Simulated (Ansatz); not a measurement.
**Two structures, one formula**

Two relaxed structures of MgSiH$_{2}$ClF, singlet (PBE0-D4/def2-TZVP; forces vanish, vibrations not checked).

A:

```
6
angstrom
F 1.2313 1.3122 1.0648
Si -0.0673 0.9130 0.1844
Mg 0.0431 -1.6066 -0.3703
Cl 0.1138 -3.7394 -0.8527
H -0.0593 1.8068 -1.0115
H -1.2617 1.3141 0.9854
```

B:

```
6
angstrom
F 0.0860 2.6332 0.7047
Si 0.3239 -1.5952 -0.2018
Mg -0.0668 0.9649 0.1994
Cl -1.5181 -0.4659 -1.0246
H 1.1998 -0.3673 -0.6689
H 0.1067 -0.8202 1.1566
```

Ansatz 0.2.0; basis: def2-TZVPP; cores frozen in the correlated methods. The outer core shell of Li, Na, Mg and K is correlated. The def2 sets are not built for correlating such inner shells, so the correlated values are less sure here. B3LYP uses VWN-RPA correlation.

Which structure is lower at CCSD(T), and by how much? (An estimate is asked for; the value comes from the calculation.)

By the calculation: A, by 52.2 kJ/mol (electronic energy, against the other). By their contacts, A is MgSiH₂ClF ([F][SiH2][Mg][Cl]) and B is MgSiH₂ClF ([F][Mg]123[H][Si]1([H]2)[Cl]3).

All methods give the same order:

| method | E(B) − E(A) (kJ/mol) |
| --- | --- |
| PBE-D4 | 39.6 |
| r2SCAN-D4 | 49.3 |
| PBE0-D4 | 51.9 |
| B3LYP-D4 | 53.1 |
| wB97M-V | 43.0 |
| HF | 101.2 |
| MP2 | 52.1 |
| CCSD | 58.0 |
| CCSD(T) | 52.2 |

T1 diagnostic: at most 0.012.

Labels in which every atom is bracketed show which atoms are joined, not bond orders.

For scale, one of the runs: CCSD(T)/def2-TZVPP, 175 basis functions, launched by `ansatz run in.yaml --threads 2 --pin off --events-out ev --progress --plain --max-ram 4352MiB`. The run took 66 s on 2 CPU threads of an Arm Neoverse V1 (shared host), with 1.6 GiB of host memory at its peak.
